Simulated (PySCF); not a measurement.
Compound: C₂H₇FOSi.
Z-matrix (Å and degrees, PBE0-D3(BJ)/def2-SVP geometry), rows numbered from 1:
```
O 
C   1  1.4003
C   2  1.5101  1  112.01
F   3  1.3990  2  108.00  1    69.34
Si  3  1.9152  2  113.41  1   -49.20
H   1  0.9643  2  106.99  3   -58.47
H   2  1.1092  1  111.94  3   122.41
H   2  1.1018  1  107.42  3  -119.95
H   3  1.1055  2  109.81  1  -173.53
H   5  1.4930  3  108.55  2  -170.01
H   5  1.4939  3  108.89  2   -51.15
H   5  1.4890  3  110.60  2    70.59
```

The calculation used PySCF, PBE0-D3(BJ)/def2-SVP geometry optimisation, gas phase.

Take the most abundant isotopes and a rigid rotor. The values belong to one conformer with, in the numbering `[OH:1][CH2:2][C@H:3]([F:4])[SiH3:5]`, H–O1–C2–C3 -58°, O1–C2–C3–F4 69°.

Problem. What are A, B and C (GHz)?

Solution. Ia = 104.99, Ib = 166.32, Ic = 220.14 u·Å²; 505379 MHz·u·Å²/I gives 4814, 3039 and 2296 MHz, that is A = 4.8136, B = 3.0386, C = 2.2957 GHz.

Problem. What kind of rotor is it?

Solution. An asymmetric top. Ray's parameter κ = (2B − A − C)/(A − C) = -0.410; −1 is the prolate and +1 the oblate limit.

Problem. Is it planar, by Δ = Ic − Ia − Ib?

Solution. Not planar: Δ = Ic − Ia − Ib = -51.17 u·Å². For a rigid frame Δ = −2 Σ m c², so Σ m c² = 25.59 u·Å² lies off the ab plane: 9.81 from hydrogen and 15.78 from heavier atoms. The atom farthest from that plane is 1.53 Å away.

Problem. Give the other two planar moments, Paa and Pbb, and the rms extents of the mass along the axes.

Solution. Paa = Σ m a² = (Ib + Ic − Ia)/2 = 140.73 and Pbb = Σ m b² = (Ia + Ic − Ib)/2 = 79.40 u·Å². With the mass M = 94.03 u, the rms extents √(P/M) along a, b and c are 1.22, 0.92, 0.52 Å.

Problem. Give the coordinates in the principal-axis frame, origin at the centre of mass.

Solution. The sense of each axis is arbitrary; atoms in the order of the calculation.
| atom | mass (u) | a (Å) | b (Å) | c (Å) |
| --- | --- | --- | --- | --- |
| O1 | 15.995 | -1.517 | 1.013 | 0.508 |
| C2 | 12.000 | -1.270 | 0.275 | -0.655 |
| C3 | 12.000 | 0.006 | -0.527 | -0.556 |
| F4 | 18.998 | -0.197 | -1.548 | 0.378 |
| Si5 | 27.977 | 1.505 | 0.500 | 0.048 |
| H6 | 1.008 | -1.565 | 0.384 | 1.237 |
| H7 | 1.008 | -2.106 | -0.415 | -0.894 |
| H8 | 1.008 | -1.186 | 0.990 | -1.489 |
| H9 | 1.008 | 0.226 | -1.002 | -1.530 |
| H10 | 1.008 | 2.742 | -0.317 | -0.126 |
| H11 | 1.008 | 1.610 | 1.737 | -0.784 |
| H12 | 1.008 | 1.355 | 0.848 | 1.488 |

Problem. Predict some low-J microwave lines.

Solution. The dipole components are |μa| = 0.13 D, |μb| = 0.41 D, |μc| = 1.05 D. The squared components, which scale the intensities, stand as 0.02 : 0.15 : 1.00 (a : b : c). Some of the stronger lines:

| type | branch | J(Ka,Kc) | MHz | lower level (cm⁻¹) |
| --- | --- | --- | --- | --- |
| c | Q | 3(1,3) ← 3(0,3) | 687 | 1.038 |
| c | Q | 2(1,2) ← 2(0,2) | 1221 | 0.528 |
| c | Q | 1(1,1) ← 1(0,1) | 1775 | 0.178 |
| b | Q | 3(1,2) ← 3(0,3) | 5113 | 1.038 |
| b | Q | 2(2,1) ← 2(1,2) | 7554 | 0.568 |
| b | R | 3(1,2) ← 2(2,1) | 11655 | 0.820 |
| c | R | 2(1,1) ← 1(0,1) | 13929 | 0.178 |
| b | R | 3(0,3) ← 2(1,2) | 14096 | 0.568 |
| b | R | 3(1,3) ← 2(0,2) | 16003 | 0.528 |
| b | R | 2(2,1) ← 1(1,0) | 16737 | 0.262 |
| c | R | 2(2,0) ← 1(1,0) | 16925 | 0.262 |
| c | R | 2(2,1) ← 1(1,1) | 17479 | 0.237 |
| b | R | 2(2,0) ← 1(1,1) | 17668 | 0.237 |
| c | R | 3(2,2) ← 2(1,2) | 23556 | 0.568 |
| b | R | 3(3,1) ← 2(2,0) | 26653 | 0.826 |
| c | R | 3(3,1) ← 2(2,1) | 26841 | 0.820 |
| b | R | 3(3,0) ← 2(2,1) | 26872 | 0.820 |

Problem. Estimate the classical rotational partition function at 10 K, 25 K and 298.15 K.

Solution. Point group C1, symmetry number σ = 1; q = (√π/σ)·√((kT/h)³/(ABC)), k/h = 20836.6 MHz/K: 920 at 10 K, 3640 at 25 K, 150000 at 298.15 K.

No PBE0-D3(BJ)/def2-SVP frequencies stand behind this structure, so it isn't proved a minimum. Zero-point vibration and centrifugal distortion are left out. A rigid rotor knows nothing of internal rotation, which can split or shift real lines.
